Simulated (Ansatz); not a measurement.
The lowest singlet and triplet of C4H4S (SMILES c1ccsc1); geometries from B3LYP-D3(BJ)/def2-TZVP, each state relaxed from the structure named, with no frequency check.
Singlet (charge 0, multiplicity 1):
| atom | x (Å) | y (Å) | z (Å) |
|---|---|---|---|
| C | 0.4640 | -1.2066 | 0.6623 |
| C | -0.9331 | -0.9928 | 0.5035 |
| C | -1.2141 | 0.1806 | -0.1352 |
| S | 0.2202 | 1.0323 | -0.5471 |
| C | 1.2119 | -0.1907 | 0.1406 |
| H | 0.8921 | -2.0749 | 1.1418 |
| H | -1.6928 | -1.6793 | 0.8480 |
| H | -2.1793 | 0.5889 | -0.3848 |
| H | 2.2848 | -0.0942 | 0.1226 |
Triplet (charge 0, multiplicity 3):
```xyz
9

C      0.41566    -1.30810     0.59703
C     -0.90369    -1.10626     0.44710
C     -1.22168     0.16296    -0.20818
S      0.22222     1.17469    -0.37404
C      1.22982    -0.21210     0.07040
H      0.86190    -2.18697     1.04050
H     -1.67540    -1.79879     0.75216
H     -2.06747     0.31261    -0.86578
H      2.20473    -0.34099    -0.38029
```

A positive gap puts the triplet lower; no zero-point energy. R- takes a restricted singlet. U- takes an unrestricted singlet (broken symmetry where lower, unprojected). The triplet is unrestricted in single-reference levels. Active spaces average the two states.

Correlated levels freeze the cores.

Programs: Ansatz (a program for electronic structure) with Gaussian orbitals. Values without a source in brackets are computed.

Q: What gap E(singlet) − E(triplet), adiabatic does R-BHLYP/def2-TZVPP give?

A: -70.7 kcal/mol

Q: What gap E(singlet) − E(triplet), adiabatic does U-CCSD/cc-pV(T+d)Z (spin-contaminated) give?

A: -73.2 kcal/mol

Q: Give the gap E(singlet) − E(triplet), adiabatic at the level FIC-MRCISD+Q on SA-CASSCF(6,5)/cc-pV(T+d)Z.

A: -76.4 kcal/mol
